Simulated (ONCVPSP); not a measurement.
# Which change was made? (Fe, ONCV)

| Item | Value |
| --- | --- |
| Element | Fe |
| Generator | ONCVPSP 4.0.1 |
| Type | optimised norm-conserving Vanderbilt (ONCV) |
| Functional | PBE |
| Relativity | scalar-relativistic |
| Frozen core | [Ne] |
| Valence charge | 16 |
| Reference configuration | 3s2 3p6 3d6 (charge +2) |
| Partial waves | 3s: rc 1.15 bohr, ncon 3, nbas 6, qcut 8.2 1/bohr, 2 projectors, debl 3.7 Ha; 3p: rc 1.00 bohr, ncon 3, nbas 7, qcut 16.6 1/bohr, 2 projectors, debl 2.3 Ha; 3d: rc 0.85 bohr, ncon 3, nbas 8, qcut 13.1 1/bohr, 3 projectors, debl 2.9 Ha |
| Local potential | polynomial inside 0.80 bohr (lpopt 5, dvloc0 0 Ha) |
| Core correction | none |

In the s channel the program set the typed energies aside and used -4.133, 0.250 Ha. In the p channel the program set the typed energies aside and used -2.885, 0.250 Ha.

Cutoffs, loose and tight: the cutoffs (Ha) at which the residual kinetic energy of the hardest occupied pseudo-wave falls to 1 and 0.1 mHa per electron. They do not see the model core or the augmentation charge, which bear on the density cutoff. Test errors are all-electron minus pseudo excitation energies from the reference, over the configurations 3s2 3p6 3d6 4s2; 3s2 3p6 3d6 4s1; 3s2 3p6 3d5; 3s2 3p6 3d5 4s2 4p1; variants that change the core or the reference have their own tests. The largest error is taken over the tests solved by every variant that gives reliable tests at all, those not shown here included: 3s2 3p6 3d5; 3s2 3p6 3d6 4s1; 3s2 3p6 3d6 4s2.

The base gives: outcome: generated, projector energies reset by the program; cutoff, loose: 84 Ha; cutoff, tight: 336 Ha; bound ghosts: none; GHOST(+) flags above zero: none; largest test error (meV): +5.4.

Q: After one change the result is: outcome: generated, projector energies reset by the program; bound ghosts: d; GHOST(+) flags above zero: s; largest test error (meV): +21. Which change was it?
A. all radii scaled by about 0.89 (s 1.02, p 0.88, d 0.76 bohr); local potential polynomial inside 0.70 bohr (lpopt 5, dvloc0 0 Ha)
B. all radii scaled by about 1.22 (s 1.40, p 1.22, d 1.04 bohr); local potential polynomial inside 0.98 bohr (lpopt 5, dvloc0 0 Ha)
C. all radii scaled by about 0.80 (s 0.92, p 0.80, d 0.68 bohr); local potential polynomial inside 0.64 bohr (lpopt 5, dvloc0 0 Ha)

A: C. The others give: all radii scaled by about 1.22 (s 1.40, p 1.22, d 1.04 bohr); local potential polynomial inside 0.98 bohr (lpopt 5, dvloc0 0 Ha) → outcome: generated, projector energies reset by the program; cutoff, loose: 71 Ha; cutoff, tight: 80 Ha; bound ghosts: none; GHOST(+) flags above zero: none; largest test error (meV): +8.3 | all radii scaled by about 0.89 (s 1.02, p 0.88, d 0.76 bohr); local potential polynomial inside 0.70 bohr (lpopt 5, dvloc0 0 Ha) → outcome: generated, projector energies reset by the program; cutoff, loose: 199 Ha; cutoff, tight: 553 Ha; bound ghosts: none; GHOST(+) flags above zero: s, d; largest test error (meV): -11.
